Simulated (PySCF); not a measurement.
Species: 1,1-dichloro-2,2,2-trifluoroethane, C₂HCl₂F₃.
Numbering: `[F:1][C:2]([F:3])([F:4])[CH:5]([Cl:6])[Cl:7]` (hydrogens: H8 on C5)

Cartesian coordinates in Å at the PBE0-D3(BJ)/def2-SVP level; atoms count from 1:
```xyz
8
C2HCl2F3 angstrom
F      0.443   -0.780    1.483
C      0.644   -0.394    0.234
F      0.860   -1.471   -0.515
F      1.735    0.365    0.191
C     -0.550    0.389   -0.326
Cl    -1.988   -0.633   -0.346
Cl    -0.794    1.867    0.602
H     -0.318    0.668   -1.362
```

The closed-shell ground state was solved at several levels (PySCF, density fitting, gas phase, non-relativistic).

| level | basis functions | total energy (Eh) | HOMO (eV) | LUMO (eV) | gap (eV) | dipole (D) |
| --- | --- | --- | --- | --- | --- | --- |
| PBE0/pcSseg-1 | 138 | -1296.0040 | -9.38 | -0.49 | 8.89 | 1.33 |
| mPW1PW91/pcSseg-2 | 280 | -1296.9027 | -9.37 | -0.58 | 8.79 | 1.34 |
| B3LYP/cc-pVTZ | 232 | -1296.9531 | -8.98 | -0.72 | 8.26 | 1.27 |
| B3LYP/def2-TZVP | 235 | -1296.9606 | -8.99 | -0.75 | 8.24 | 1.30 |
| B3LYP/6-31G* | 108 | -1296.7106 | -8.85 | -0.56 | 8.29 | 1.26 |

Estimate the row for wB97X-D/def2-SVPD, a basis of 171 functions; the other rows only guide the guess.

Total energy -1296.0912 Eh, HOMO -11.29 eV, LUMO 1.12 eV, gap 12.41 eV, dipole 1.32 D.

Over all these levels, which gives the widest orbital gap and which the narrowest?

wB97X-D/def2-SVPD (range-separated hybrid) has the widest, 12.41 eV, and B3LYP/def2-TZVP (global hybrid, 20 % exact exchange) the narrowest, 8.24 eV. Functional and basis both differ between the two, so the spread mixes both effects.

How much does the basis alone move the frontier levels among the 3 B3LYP rows?

The HOMO by 0.14 eV and the LUMO by 0.19 eV. By rising basis size (HOMO, LUMO in eV): 6-31G* -8.85, -0.56; cc-pVTZ -8.98, -0.72; def2-TZVP -8.99, -0.75.

How far do the dipole and the HOMO energy spread over the levels?

The dipole runs from 1.26 to 1.34 D (mean 1.30 D) and the HOMO from -11.29 to -8.85 eV.

The pairwise dispersion term of wB97X-D wasn't added to the energies; at a given geometry it leaves orbitals and properties as they are.
